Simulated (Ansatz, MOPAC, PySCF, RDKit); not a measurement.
Noncovalent pair: N-methylmethanimine (SMILES C=NC) (first 8 atoms) with HF (SMILES F); geometry from B3LYP-D3(BJ)/def2-TZVP, rigid monomers moved along the line of their centres of mass till N2···H10 is 1.48 Å.
(charge 0, multiplicity 1):
```xyz
10

C     -0.871     0.982     0.085
N     -0.119     0.140     0.643
C      0.564    -0.862    -0.150
H     -1.377     1.727     0.693
H     -1.042     0.999    -0.995
H      0.344    -0.781    -1.220
H      1.639    -0.764     0.010
H      0.274    -1.851     0.208
F      0.205     0.175     3.065
H      0.084     0.153     2.108
```

Interaction energies are E(AB) − E(A) − E(B) at the monomers' geometry in the complex; basis-set methods are counterpoise corrected. Rows marked so take none. RDKit's UFF carries no charges.

Rows in 6-31G* carry no dispersion term and start afresh at each structure (6-31G* with six Cartesian d functions). The state that AM1 reach isn't checked.

Programs: Ansatz (a program for electronic structure) with Gaussian orbitals; MOPAC for AM1 (differences of heats of formation); PySCF for 6-31G* rows; RDKit for the force fields. Each number belongs to the level named beside it.

Problem. One of these levels gives 30216.7 meV for the interaction energy. Which one is it?
A) UFF
B) M06-2X/6-31G* (no counterpoise)
C) AM1
D) HF/aug-cc-pVDZ

Solution. A, UFF. The others give 595.9 (AM1), -412.5 (HF/aug-cc-pVDZ), -505.1 (M06-2X/6-31G* (no counterpoise))
